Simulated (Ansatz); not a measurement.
Reaction (substitution at a C–C bond): `Cc1cccc(O)c1C` + `[NH2][AlH2]` → `C[NH][AlH2]` + `Cc1cccc(O)c1`

Computed with Ansatz on PBE0-D4/def2-TZVP structures; ΔE is electronic, products minus reactants. CBS: MP2 limit from def2 TZ/QZ plus the TZ coupled-cluster correction, frozen cores. This one scheme is used for every species. Functionals use def2-TZVPP. Each species was taken in one conformer, which may not be the lowest.

`Cc1cccc(O)c1C`:

Cartesian coordinates in Å:
```
C 0.921 0.608 1.967
C 0.631 0.430 0.506
C 1.466 1.027 -0.432
C 1.227 0.883 -1.790
C 0.149 0.140 -2.232
C -0.687 -0.457 -1.300
O -1.734 -1.177 -1.783
C -0.465 -0.325 0.072
C -1.410 -0.997 1.023
H 1.810 1.224 2.107
H 1.098 -0.349 2.467
H 0.094 1.097 2.490
H 2.313 1.611 -0.091
H 1.887 1.354 -2.510
H -0.062 0.010 -3.286
H -2.237 -1.539 -1.049
H -1.135 -0.823 2.061
H -1.426 -2.085 0.878
H -2.437 -0.632 0.902
```

`[NH2][AlH2]`:

Z-matrix (Å, degrees):
```
N
Al 1 1.766
H 1 1.007 2 124.9
H 1 1.007 2 124.9 3 180.0
H 2 1.583 1 117.9 3 -180.0
H 2 1.583 1 117.9 3 0.0
```

`C[NH][AlH2]`:

```xyz
9

C    -0.300    0.675   -1.042
N    -0.243   -0.473   -0.163
Al    0.520   -0.607    1.426
H    -1.330    0.999   -1.238
H     0.178    0.484   -2.010
H     0.222    1.519   -0.584
H    -0.715   -1.273   -0.558
H     0.422   -2.003    2.168
H     1.246    0.679    1.999
```

`Cc1cccc(O)c1`:

```xyz
16

C    -0.995    2.184   -0.187
C    -0.286    0.872   -0.047
C     1.101    0.821    0.078
C     1.749   -0.399    0.176
C     1.032   -1.584    0.154
C    -0.351   -1.539    0.033
O    -1.117   -2.659    0.009
C    -1.003   -0.317   -0.065
H    -1.099    2.458   -1.241
H    -0.444    2.987    0.306
H    -1.998    2.144    0.241
H     1.673    1.743    0.100
H     2.828   -0.431    0.275
H     1.542   -2.540    0.234
H    -0.549   -3.430    0.088
H    -2.084   -0.311   -0.154
```

| species | BHLYP energy (Eh) |
| --- | --- |
| `Cc1cccc(O)c1C` | -386.01584 |
| `[NH2][AlH2]` | -299.61010 |
| `C[NH][AlH2]` | -338.89691 |
| `Cc1cccc(O)c1` | -346.71396 |

**Question.** Work out ΔE.

**Answer.** ΔE = (-338.89691) + (-346.71396) − (-386.01584) − (-299.61010) = 0.01507 Eh = +39.6 kJ/mol. CCSD(T)/CBS gives +51.3 kJ/mol.

Largest T1 diagnostic among the species: 0.012.

The D4 term adds +6.9 kJ/mol with B3LYP and +4.1 kJ/mol with PBE0; it sums over pairs of atoms, weighted by their polarisabilities, and B3LYP, whose exchange is more repulsive, gets the larger term. Leaving LDA and LC-ωPBE aside and taking each functional with its dispersion term where it has one, the values, not all of them listed here, spread over 7.1 kJ/mol, from BLYP-D4 to PBE-QIDH. LDA lies +12.3 kJ/mol from PBE without D4. At CCSD(T), def2-SVP lies −9.4 kJ/mol from the extrapolated value and def2-TZVPP −1.8 kJ/mol.

B3LYP here is the variant with VWN-RPA as its local correlation; programs differ in this.
